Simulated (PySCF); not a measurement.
dimethyl carbonate (C₃H₆O₃), SMILES COC(=O)OC.

The structure is a stationary point at PBE0-D3(BJ)/def2-SVP.

All values below come from PySCF 2.14.0 with TDDFT-B3LYP/def2-SVPD.

Vertical excitations. Gas-phase values at a fixed geometry. State labels are in the subgroup C2v.

Computed excitation energies, oscillator strengths and character:
| state | symmetry | energy (eV) | λ (nm) | f | main pairs |
|---|---|---|---|---|---|
| S1 | A2 | 7.03 | 176 | 0.000 | HOMO→LUMO+1 99 % |
| S2 | B1 | 7.60 | 163 | 0.018 | HOMO→LUMO 97 % |
| S3 | A2 | 7.94 | 156 | 0.000 | HOMO−1→LUMO 96 % |
| S4 | B2 | 8.10 | 153 | 0.023 | HOMO−2→LUMO 95 % |
| S5 | A1 | 8.36 | 148 | 0.005 | HOMO→LUMO+2 96 % |
| S6 | B1 | 8.46 | 146 | 0.230 | HOMO−1→LUMO+1 89 % |
| S7 | B1 | 8.61 | 144 | 0.030 | HOMO→LUMO+3 91 % |
| S8 | B2 | 8.67 | 143 | 0.026 | HOMO−1→LUMO+2 92 % |
| S9 | A2 | 8.79 | 141 | 0.000 | HOMO−2→LUMO+2 51 %, HOMO−1→LUMO+3 48 % |
| S10 | A1 | 8.91 | 139 | 0.044 | HOMO−2→LUMO+1 81 % |
| T1 | A2 | 6.58 | 188 | 0 | HOMO→LUMO+1 99 % |
| T2 | A1 | 6.88 | 180 | 0 | HOMO−2→LUMO+1 94 % |
| T3 | B1 | 7.45 | 166 | 0 | HOMO−1→LUMO+1 97 % |
| T4 | B1 | 7.50 | 165 | 0 | HOMO→LUMO 95 % |
Triplets are in the Tamm–Dancoff approximation, which puts them higher than full response would, so one can lie above its singlet here.
